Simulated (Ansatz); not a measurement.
Correlation energies of `CC#[N+][Al-]([OH])([OH])[OH]` by basis set

```xyz
13

C     1.411    0.186    2.559
C     0.716    0.095    1.299
N     0.166    0.022    0.302
Al   -0.806   -0.106   -1.462
O    -1.339   -1.737   -1.384
O     0.487    0.244   -2.536
O    -1.989    1.117   -1.235
H     0.851    0.829    3.240
H     1.506   -0.808    2.998
H     2.404    0.608    2.400
H    -0.972   -2.379   -1.988
H     0.473    1.058   -3.036
H    -2.909    0.870   -1.158
```

Total charge 0; spin multiplicity 1. The structure was optimised at the PBE0-D4/def2-TZVP level. It is one conformer, not always the lowest. Frozen core, restricted reference, the Gaussian-basis code of Ansatz. CBS rows extrapolate triple and quadruple zeta; past MP2 they add the triple-zeta difference.

| basis | HF (Eh) | MP2 corr. |
| --- | --- | --- |
| def2-SVP | -600.02236 | -1.04741 |
| def2-TZVPP | -600.55875 | -1.31975 |
| def2-QZVPP | -600.58383 | -1.42023 |

Problem. Estimate the CCSD correlation energy and the (T) correction in each basis where they were run (hartree).

Solution. 
```json
{"basis": "def2-SVP", "CCSD corr.": "-1.08419", "(T)": "-0.02831"}
{"basis": "def2-TZVPP", "CCSD corr.": "-1.34055", "(T)": "-0.05245"}
{"basis": "CBS(def2)", "CCSD corr.": "-1.51545", "(T)": "as TZ"}
```
